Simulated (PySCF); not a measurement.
# Relaxing a trial structure of FH2SiSn+

The starting geometry of this gas-phase singlet was optimised with GFN2-xTB.

```xyz
5

F     0.8354    0.2250   -1.1641
Si   -0.4523   -0.5718    1.1829
Sn    2.0848   -0.7688    0.1018
H    -1.6593   -1.1969    0.5417
H    -1.0910    0.7499    1.5063
```

Question: Where would you expect an optimisation with PBE0-D4/def2-SVP to take it?

Answer: A new bond forms, giving a structure with F1 bridging Si2 and Sn3, given below by its coordinates. Distances that change by over a tenth: F1–Sn3 (2.04 → 2.34 Å). Contacts that close: F1–Si2 (2.79 → 1.74 Å).

The energy falls by 1.24 eV over 15 steps:

```tsv
step	E − E(last) (eV)
1	1.237
3	0.659
4	0.936
6	0.325
7	0.152
9	0.012
10	0.002
12	0.000
13	0.000
15	0.000
```

Final geometry (Å):

```yaml
atoms:
  - { symbol: F, position_ang: [0.3213, 0.1873, -0.7460] }
  - { symbol: Si, position_ang: [-0.3866, -0.3609, 0.7463] }
  - { symbol: Sn, position_ang: [2.1343, -0.8608, 0.2964] }
  - { symbol: H, position_ang: [-1.4560, -1.3273, 0.3941] }
  - { symbol: H, position_ang: [-0.8310, 0.8454, 1.4873] }
```

No frequencies were run, so the end isn't proven a minimum. Atoms past krypton carry core potentials, without spin–orbit terms. Run with PySCF 2.14.0, 45 s on 2 threads of Arm Neoverse V1, with other jobs on the host.
